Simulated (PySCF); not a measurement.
C6H14Se, charge +1, doublet, at a GFN2-xTB geometry (a state made from the parent by changing its charge; the spin is typed, not shown lowest). Base run: DF-HF/6-31G run with PySCF.

Here is a job for PySCF.
```python
from pyscf import gto, scf

mol = gto.M(
    atom='''
C     2.059500    0.966653    1.047272
C     1.445175   -0.370545    0.655741
C     2.467584   -1.341184    0.102400
Se    0.044415   -0.020532   -0.723619
C    -1.510126    0.368989    0.468443
C    -2.405150    1.397075   -0.192417
C    -2.229217   -0.945885    0.737804
H     2.583090    1.417982    0.206618
H     2.784451    0.793678    1.840872
H     1.315780    1.668919    1.420871
H     0.910110   -0.804847    1.505626
H     2.009784   -2.286115   -0.184365
H     3.213264   -1.546593    0.868116
H     2.984425   -0.925167   -0.760424
H    -1.077054    0.760379    1.393456
H    -1.872397    2.325958   -0.387711
H    -2.815543    1.023801   -1.128834
H    -3.239536    1.619513    0.470118
H    -1.573786   -1.687279    1.192460
H    -2.650182   -1.357685   -0.177504
H    -3.049119   -0.755053    1.428301
''',
    basis='6-31g',
    charge=1,
    spin=1,
    verbose=4,
)

mf = scf.UHF(mol)
mf = mf.density_fit(auxbasis='def2-universal-jkfit')
mf.kernel()
```

Variants of this job, named by their change:

| change | basis functions | E (Eh) | HOMO (eV) | outcome |
|---|---|---|---|---|
| base | 109 | -2634.48948 | -16.15 | converged |
| basis = ANO-RCC-VDZP; relativity = spin-free X2C (without mf = mf.density_fit(auxbasis='def2-universal-jkfit')) | - | - | - | cut at the time limit |
| basis = jorge-DZP-DKH; relativity = spin-free X2C (without mf = mf.density_fit(auxbasis='def2-universal-jkfit')) | 203 | -2663.17268 | -16.25 | converged |
| basis = cc-pVDZ-DK; relativity = spin-free X2C (without mf = mf.density_fit(auxbasis='def2-universal-jkfit')) | 181 | -2663.19782 | -16.28 | converged |
| basis = jorge-DZP-DKH; relativity = spin-free X2C; nucleus = Gaussian (with nucmod='G'; without mf = mf.density_fit(auxbasis='def2-universal-jkfit')) | 203 | -2663.15630 | -16.25 | converged |
| basis = jorge-DZP-DKH; relativity = none (without mf = mf.density_fit(auxbasis='def2-universal-jkfit')) | 203 | -2628.43057 | -16.29 | converged |
| basis = ANO-RCC-VDZP; relativity = none (without mf = mf.density_fit(auxbasis='def2-universal-jkfit')) | - | - | - | cut at the time limit |
| basis = ANO-RCC-VDZP; relativity = spin-free X2C; nucleus = Gaussian (with nucmod='G'; without mf = mf.density_fit(auxbasis='def2-universal-jkfit')) | - | - | - | cut at the time limit |

Totals shift with the method and basis; they matter in differences.

Open shells are given as the SCF converged; they aren't shown to be the lowest states, and a large step between rows can be another state.

Basis sets contracted for a relativistic Hamiltonian are a mismatch without it, so the rows without relativity aren't non-relativistic limits. No row has spin-orbit coupling; sets with core potentials leave out the core electrons.
